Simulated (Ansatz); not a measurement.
CH₆BCl₂P (`C[B-]([PH3+])(Cl)Cl`) at its PBE0-D4/def2-TZVP geometry, where that method's forces vanish. Charge 0, multiplicity 1.

```xyz
11

C    -1.1758   -0.7309    0.6863
B    -0.4127    0.5683    0.1976
P     1.3001    0.1112   -0.7223
Cl   -1.2769    1.5120   -1.1386
Cl    0.2104    1.6535    1.5601
H    -0.5976   -1.3077    1.4135
H    -2.1015   -0.4211    1.1805
H    -1.4549   -1.3889   -0.1414
H     2.2828   -0.5702    0.0209
H     1.9965    1.2448   -1.1660
H     1.2294   -0.6712   -1.8907
```

(1) What forces (eV/Å) does PBE-D4/def2-TZVPP give on these atoms in Ansatz 0.2.0? (Best estimate.)

Results:

(1) The calculation gave: 
```
C1   0.065  0.028 -0.037
B2   0.005 -0.025 -0.001
P3  -0.249  0.051  0.135
Cl4 -0.094  0.104 -0.168
Cl5  0.086  0.121  0.160
H6   0.099 -0.120  0.141
H7  -0.179  0.057  0.096
H8  -0.061 -0.135 -0.148
H9   0.183 -0.111  0.094
H10  0.121  0.157 -0.075
H11  0.024 -0.127 -0.196
```
